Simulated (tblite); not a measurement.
Species: C₅H₈F₂OSi.
Structure used (GFN2-xTB), in Å, numbered top down from 1:
```xyz
17
C5H8F2OSi angstrom
F     -3.4529    0.4625   -0.4175
C     -2.2950    0.8665    0.1899
C     -1.0763    0.4446   -0.6412
C     -0.9473   -1.0514   -0.6766
C      0.1101   -1.5493   -0.0486
Si     1.0557   -0.0952    0.6772
C      2.8443    0.2186    0.0808
F      3.7340   -0.4249    0.9167
O      0.0733    1.0000   -0.0591
H     -2.3343    1.9553    0.2837
H     -2.2552    0.3996    1.1788
H     -1.1848    0.8557   -1.6538
H     -1.7203   -1.6084   -1.1814
H      0.3090   -2.6040    0.0151
H      0.9833    0.0149    2.1339
H      3.1012    1.2794    0.1193
H      3.0482   -0.1517   -0.9270
```

Calculated harmonic vibrations of the isolated species, GFN2-xTB (tblite), most abundant isotopes, no scaling. Against measured fundamentals such values can be off by several per cent, at times by over 20. Modes of hydrogen on silicon can be 10 to 20 % off. One conformer, not necessarily the lowest.

Harmonic wavenumbers (cm⁻¹): 38.2, 49.3, 84.8, 109.8, 149.3, 216.3, 251.8, 308.5, 407.7, 469.8, 500.3, 578.5, 672.8, 680.9, 723.0, 753.7, 767.5, 809.6, 836.5, 867.8, 902.0, 1025.4, 1036.6, 1053.0, 1060.1, 1080.9, 1130.3, 1176.4, 1194.0, 1246.6, 1250.7, 1271.7, 1286.9, 1312.7, 1436.5, 1444.1, 1638.4, 2271.1, 2892.9, 2954.1, 2958.2, 2965.4, 2965.6, 3093.7, 3124.9.

A = 4342, B = 631.7, C = 589.6 MHz; mass 150.031 u (most abundant isotopes); point group C1, symmetry number 1.

**Question.** What is the zero-point energy?

**Answer.** ½Σν̃ = 26524 cm⁻¹ = 317.30 kJ/mol.

**Question.** Entropy at 400 K, 1 bar (ideal gas, RRHO, classical rotation)?

**Answer.** Translation 177.46, rotation 127.83, vibration 170.50: S = 475.8 J/(mol K).

**Question.** And Cp and H(400 K) − H(0)?

**Answer.** Cp = 197.70 J/(mol K), of which vibrations give 164.44 (their classical limit is 45 R = 374.2); H(400 K) − H(0) = 47.14 kJ/mol without the zero-point energy, 33.84 from vibrations.

**Question.** Which modes carry the vibrational entropy at 400 K?

**Answer.** 38.2 cm⁻¹: 24.82; 49.3 cm⁻¹: 22.71; 84.8 cm⁻¹: 18.22; 109.8 cm⁻¹: 16.09; 149.3 cm⁻¹: 13.58; 216.3 cm⁻¹: 10.61 J/(mol K); the other 39 give 64.47 together.

**Question.** Blend soft modes into free rotors: weight 1/[1 + (100 cm⁻¹/ν̃)⁴] for the oscillator and the rest for a rotor with moment μB/(μ + B), μ = h/(8π²ν), B = 10⁻⁴⁴ kg m². What vibrational entropy results?

**Answer.** 152.19 J/(mol K) in place of 170.50, which changes −T·S at 400 K by +7.33 kJ/mol.

**Question.** What must be added to the electronic energy to get the Gibbs energy at 400 K and 1 bar?

**Answer.** ZPE + [H(400 K) − H(0)] − T·S = 317.30 + 47.14 − 190.31 = 174.13 kJ/mol.

Hindered rotation and anharmonicity are outside this model. Other conformers, if any are populated, would add a mixing term that is left out. The structure is chiral; the term R ln 2 for an equal mix with its mirror image is left out.
